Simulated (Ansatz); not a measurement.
A single point on `C[N](C)[Ga]([NH2])[N](C)C`.

```yaml
crystal:
  periodic: [false, false, false]
  atoms:
    - {symbol: C, position_ang: [1.773334, -1.220565, -0.970865]}
    - {symbol: N, position_ang: [0.911342, -0.120893, -1.304305]}
    - {symbol: C, position_ang: [1.257901, 0.511630, -2.548354]}
    - {symbol: Ga, position_ang: [-0.541008, 0.397519, -0.331236]}
    - {symbol: N, position_ang: [-1.791850, 1.450468, -1.144738]}
    - {symbol: N, position_ang: [-0.713729, -0.024625, 1.434797]}
    - {symbol: C, position_ang: [-1.973368, 0.043939, 2.123426]}
    - {symbol: C, position_ang: [0.378835, -0.383733, 2.296512]}
    - {symbol: H, position_ang: [2.814560, -0.897721, -0.811702]}
    - {symbol: H, position_ang: [1.792516, -1.975339, -1.772635]}
    - {symbol: H, position_ang: [1.437865, -1.723704, -0.062146]}
    - {symbol: H, position_ang: [2.287701, 0.901135, -2.531995]}
    - {symbol: H, position_ang: [0.595211, 1.354979, -2.755410]}
    - {symbol: H, position_ang: [1.192949, -0.185790, -3.398578]}
    - {symbol: H, position_ang: [-2.611210, 1.756434, -0.647508]}
    - {symbol: H, position_ang: [-1.990993, 1.345889, -2.125595]}
    - {symbol: H, position_ang: [-1.963813, 0.796245, 2.927830]}
    - {symbol: H, position_ang: [-2.782460, 0.303237, 1.436323]}
    - {symbol: H, position_ang: [-2.236702, -0.919055, 2.588091]}
    - {symbol: H, position_ang: [0.461953, 0.307647, 3.149627]}
    - {symbol: H, position_ang: [1.329636, -0.351906, 1.761622]}
    - {symbol: H, position_ang: [0.261830, -1.395789, 2.715538]}
basis:
  gaussian: {orbitals: def2-QZVPP}
correlation: {method: mp2}
```

```sh
$ ansatz run in.yaml --threads 4 --pin off --events-out ev --progress --plain --max-ram 66560MiB --backend cuda --devices 0, --max-vram 37GiB
```

Shortened log:

```
Functional definition: HF
5461 factors; integrals over basis functions are off by at most 9.5e-4 eV
mean field evaluation 1: about -61119.4092 eV, gradient 6.2e1 eV
mean field evaluation 2: about -61119.6156 eV, gradient 6.2e1 eV
mean field evaluation 4: about -61128.2216 eV, gradient 7.2e0 eV
mean field evaluation 8: about -61128.3499 eV, gradient 5.7e-1 eV
mean field -61128.35080566 eV, -2246.4254578238 hartree, gradient 2.6e-6 eV, S^2 0.000000; 0 other end points of the search recorded, 0 dependent functions left out
16 core orbitals not correlated: weight in the atoms' cores, before any rotation towards them, 1.000 or more for the frozen orbitals, at most 0.000 for the correlated occupied ones
reference -61128.35080566 eV, -2246.4254578238 hartree; 29, 29 occupied and 863, 863 virtual orbitals, 5461 factors
second order -52.11041472 eV of doubles, -0.00000000 eV of singles
Total energy: -61180.46122038 eV, -2248.3404802431 hartree
```

It took 15 s on 4 threads of an AMD EPYC 7R13 on a shared host and a share of an NVIDIA H100 80 GB, with 1.6 GiB of host memory at the peak.
